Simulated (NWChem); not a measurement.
Molecule: C3H7N; SMILES C/C=N\C

```xyz
11

C      0.4823    -1.5269     0.1510
C     -0.6548    -0.5805    -0.1030
N     -0.6674     0.6821    -0.2067
C      0.5175     1.4811    -0.0858
H      1.4576    -1.0370     0.2638
H      0.5511    -2.2534    -0.6753
H      0.2797    -2.1130     1.0624
H     -1.6356    -1.0767    -0.2164
H      0.6417     2.0739    -1.0072
H      1.4646     0.9431     0.1057
H      0.3707     2.2136     0.7252
```
Atoms are numbered in this order, from 1.

Program: NWChem. Pople sets run with spherical d functions. Geometry: optimised at PBE0/def2-SVP. GIAO values for the isolated, static molecule; σ is the absolute isotropic shielding, δ = σ(reference) − σ with the isolated reference molecule computed at the same levels (13C: tetramethylsilane, 1H: tetramethylsilane, 15N: ammonia).

Question: What does the run give for Hartree-Fock/6-31G*? Quantities: δ C1 (ppm); δ C2 (ppm); δ N3 (ppm); δ C4 (ppm); δ H5 (rotor mean) (ppm); δ H8 (ppm); δ H9 (rotor mean) (ppm).

Answer: The δ C1 (ppm) is 14.6, the δ C2 (ppm) comes out as 154.3 and the δ N3 (ppm) is 333.7. The δ C4 (ppm) is 34.8 and the δ H5 (rotor mean) (ppm) is 1.63. The δ H8 (ppm) is 7.67 and the δ H9 (rotor mean) (ppm) is 3.22.
